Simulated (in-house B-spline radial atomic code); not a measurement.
The numbers below are computed, except where a source is named.
**Softness against transferability: the 4p channel of Zr**

Zr, [Kr] 4d2 5s2, non-relativistic PBE, spherical and spin-unpolarised, from a B-spline radial code for spherical atoms (atomic units). The all-electron 4p level is ε = -1.184920 hartree, its outermost node lies just inside 0.58 bohr and its outer maximum at 1.19 bohr.

Troullier-Martins pseudo-orbitals are made for several radii. The cutoffs (hartree) are the plane-wave energies beyond which the orbital holds less than the named kinetic energy per electron. The phase error is the difference, pseudo minus all-electron, of arctan(R P'/P) at R = 1.97 bohr for all radii, half a hartree below and above the level.

```json
{"r_c (bohr)": "0.89", "V_l(0) (hartree)": "-45.46", "cutoff for 10 mEh": "81.9", "for 1 mEh": "167", "for 0.1 mEh": "271", "phase error at ε − 0.5 (mrad)": "-4.7", "at ε + 0.5 (mrad)": "-2.5"}
{"r_c (bohr)": "1.04", "V_l(0) (hartree)": "-11.07", "cutoff for 10 mEh": "38", "for 1 mEh": "73.9", "for 0.1 mEh": "129", "phase error at ε − 0.5 (mrad)": "-2.3", "at ε + 0.5 (mrad)": "-1.0"}
{"r_c (bohr)": "1.19", "V_l(0) (hartree)": "-1.19", "cutoff for 10 mEh": "17.1", "for 1 mEh": "27.1", "for 0.1 mEh": "50.4", "phase error at ε − 0.5 (mrad)": "-1.6", "at ε + 0.5 (mrad)": "-0.7"}
{"r_c (bohr)": "1.34", "V_l(0) (hartree)": "-0.70", "cutoff for 10 mEh": "17.3", "for 1 mEh": "25.3", "for 0.1 mEh": "49.2", "phase error at ε − 0.5 (mrad)": "-1.5", "at ε + 0.5 (mrad)": "-0.7"}
{"r_c (bohr)": "1.5", "V_l(0) (hartree)": "-1.97", "cutoff for 10 mEh": "15", "for 1 mEh": "22.3", "for 0.1 mEh": "42.7", "phase error at ε − 0.5 (mrad)": "-2.3", "at ε + 0.5 (mrad)": "-1.0"}
{"r_c (bohr)": "1.67", "V_l(0) (hartree)": "-3.11", "cutoff for 10 mEh": "7.84", "for 1 mEh": "19", "for 0.1 mEh": "34.3", "phase error at ε − 0.5 (mrad)": "-4.2", "at ε + 0.5 (mrad)": "-1.7"}
```

Question: Which radius needs the lowest cutoff for 0.1 mEh while both phase errors stay within 2.4 mrad?

Answer: The radii within that limit are 1.04, 1.19, 1.34, 1.5 bohr; of these r_c = 1.5 needs the least, 42.7 hartree, that is 85.4 Ry or 1162 eV.

Question: What does the larger radius buy, and what does it cost?

Answer: From r_c = 0.89 to 1.67 bohr the cutoff for 1 mEh goes from 167 to 19 hartree, a factor of 8.79, against 3.52 for a pure 1/r_c² scaling, end to end; step by step it is 167, 73.9, 27.1, 25.3, 22.3, 19, and for 0.1 mEh 271, 129, 50.4, 49.2, 42.7, 34.3; the number of plane waves goes as the cutoff to the power 3/2, here a factor of 26.1. The larger of the two phase errors is least at r_c = 1.34 bohr, 1.5 mrad; it is 4.7 at the smallest radius and 4.2 at the largest. These errors test the reference atom alone. The smallest radius lies well inside the outer maximum, where the nodeless form must bend sharply to keep the norm, so it is both harder and scatters less well than the next. Large radii also let the cores of neighbours overlap, which an atom doesn't show.
